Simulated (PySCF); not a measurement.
4-bromobenzyl alcohol, C₇H₇BrO.
Numbering: `[OH:1][CH2:2][c:3]1[cH:4][cH:5][c:6]([Br:7])[cH:8][cH:9]1` (hydrogens: H10 on O1; H11, H12 on C2; H13 on C4; H14 on C5; H15 on C8; H16 on C9)

All values: B3LYP/def2-SVPD (PySCF, non-relativistic), on one gas-phase PBE0-D3(BJ)/def2-SVP geometry that isn't relaxed in the solvent. The solvent is an IEF-PCM continuum (cavity from Bondi-type radii × 1.2). Specific hydrogen bonds and non-electrostatic terms are outside this model. Spin–orbit coupling is left out although an atom past zinc is present.

Gas phase at B3LYP/def2-SVPD: HOMO -6.60 eV, LUMO -0.80 eV, dipole 3.44 D.

Problem. What does the continuum do to the energy, the frontier levels and the dipole at B3LYP/def2-SVPD in chloroform and dimethylsulfoxide?

Solution. 
```json
{"solvent": "chloroform", "ε": "4.711", "E(solvent) − E(gas) (kcal/mol)": "-4.42", "polarisation term (kcal/mol)": "-4.95", "distortion of the solute (kcal/mol)": "0.53", "HOMO (eV)": "-6.61", "LUMO (eV)": "-0.77", "dipole (D)": "4.25"}
{"solvent": "dimethylsulfoxide", "ε": "46.83", "E(solvent) − E(gas) (kcal/mol)": "-6.31", "polarisation term (kcal/mol)": "-7.42", "distortion of the solute (kcal/mol)": "1.11", "HOMO (eV)": "-6.64", "LUMO (eV)": "-0.78", "dipole (D)": "4.58"}
```

The polarisation term is half the interaction of the solute with the surface charges that it induces; the rest is the cost of distorting the solute's density. The sum is the electrostatic part of solvation alone. From chloroform to dimethylsulfoxide the lowering changes by a factor 1.43, Onsager's factor (ε − 1)/(2ε + 1) by 1.36 and ε itself by 9.9.

Problem. Which radius a makes the point-dipole formula ΔE = −[(ε − 1)/(2ε + 1)]·μ²/a³ give the value in dimethylsulfoxide, with the gas-phase dipole?

Solution. μ = 1.354 au and |ΔE| = 0.01006 Eh give a = 2.36 Å; the farthest nucleus lies 4.15 Å from the centroid of the nuclei, so such a sphere wouldn't even hold the nuclei. The formula assumes a rigid point dipole at the centre of a sphere.

Problem. How does the static polarisability (B3LYP/def2-SVPD, frozen core, with the continuum's full static response) change?

Solution. 
```csv
medium,isotropic (au),principal values (au),⟨r²⟩ of the electrons (bohr²)
gas,110.4,"68.3, 105.3, 157.6",2394.4
chloroform,140.0,"86.5, 138.5, 195.2",2392.6
dimethylsulfoxide,154.9,"98.7, 156.1, 210.0",2391.7
```

The isotropic value in dimethylsulfoxide is 1.40 times the gas-phase one; no cavity-field correction is applied. ⟨r²⟩ is taken about the centre of nuclear charge.

The run took about 2 min of CPU time (one thread, shared machine). This is the whole response run at B3LYP/def2-SVPD in dimethylsulfoxide, SCF included.

Conformer computed: `[OH:1][CH2:2][c:3]1[cH:4][cH:5][c:6]([Br:7])[cH:8][cH:9]1`: O1–C2–C3–C4 178°, H–O1–C2–C3 -178°.
